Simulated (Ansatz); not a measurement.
A nudged elastic band was laid between two geometries of ClF3H5NSi2 (12 atoms, charge 0, multiplicity 1).

The calculation used RKS B3LYP-D4/def2-SVP in Ansatz.

| Item | Value |
| --- | --- |
| movable images | 5 |
| climbing image | yes |
| spring | 5.0 eV/Å² |
| optimiser | quadratic models (default) |
| start path | through a guess of the saddle point |
| force threshold | 0.05 eV/Å |
| iteration limit | 60 |
| end points | relaxed |

Image 0:

```xyz
12
Properties=species:S:1:pos:R:3
Si -0.097 0.023 0.179
Cl 0.749 -0.452 2.031
F 1.304 0.233 -0.614
F -0.671 1.534 -0.073
F -0.673 -1.181 -0.755
N -1.957 -0.214 1.144
H -2.608 -0.477 0.398
Si -2.559 1.237 2.063
H -3.521 0.741 3.086
H -1.401 1.892 2.710
H -3.258 2.104 1.087
H -1.865 -1.040 1.741
```

Image 6:

```xyz
12
Properties=species:S:1:pos:R:3
Si -0.563 0.316 -0.315
Cl -0.268 -1.698 3.058
F 0.771 0.717 0.468
F -0.807 1.468 -1.405
F -0.345 -1.054 -1.114
N -1.856 0.124 0.784
H -2.562 -0.545 0.476
Si -2.397 1.311 1.995
H -2.844 0.577 3.207
H -1.220 2.170 2.270
H -3.525 2.128 1.467
H -0.940 -1.114 2.106
```

Q: What changes between the two ends?

A: Bonds broken: Si1–Cl2, N6–H12. Bonds formed: Cl2–H12. ClF3H5NSi2 becomes ClH + F3H4NSi2.

Q: Give the energies along the band, and the barrier.

A: It converged. The highest image is number 2 of 0 to 6, 1.02 eV above the first end and 0.71 eV above the last; the last end lies 0.31 eV above the first. A vibrational analysis at the climbing image gives one clearly imaginary mode, 374i cm⁻¹: a first-order saddle point. The orbitals stay closed-shell, which can raise the energy where a bond breaks towards radicals; this wasn't checked here.

| image | path coordinate (Å) | energy (eV) | Si1–Cl2 (Å) | N6–H12 (Å) | Cl2–H12 (Å) |
| --- | --- | --- | --- | --- | --- |
| 0 | 0.00 | 0.00 | 2.09 | 1.02 | 2.70 |
| 1 | 1.49 | 0.30 | 2.16 | 1.02 | 2.45 |
| 2 | 2.98 | 1.02 | 2.84 | 1.16 | 1.71 |
| 3 | 3.53 | 0.56 | 3.17 | 1.64 | 1.36 |
| 4 | 4.08 | 0.32 | 3.65 | 1.99 | 1.31 |
| 5 | 4.62 | 0.31 | 3.87 | 2.05 | 1.30 |
| 6 | 5.17 | 0.31 | 3.94 | 2.03 | 1.30 |

Q: What is the geometry of the highest image?

A: 
```xyz
12
Properties=species:S:1:pos:R:3
Si -0.442 0.118 -0.082
Cl 0.072 -1.384 2.275
F 0.694 1.071 0.499
F -1.068 0.998 -1.284
F -0.030 -1.238 -0.808
N -1.911 -0.044 0.968
H -2.719 -0.368 0.423
Si -2.348 1.299 2.146
H -3.041 0.634 3.272
H -1.083 1.953 2.533
H -3.253 2.222 1.417
H -1.428 -0.862 1.638
```

Q: What are the harmonic wavenumbers there?

A: 374i, 14, 63, 102, 130, 159, 226, 255, 338, 375, 384, 545, 568, 708, 737, 821, 832, 873, 930, 943, 954, 1046, 1079, 1145, 1322, 1787, 2268, 2290, 2324, 3462 cm⁻¹.

The band took 33 iterations and roughly 28 core-minutes.

Time of the run: 7.3 min on 4 threads of Arm Neoverse V2 (shared host), peak memory 0.38 GiB.
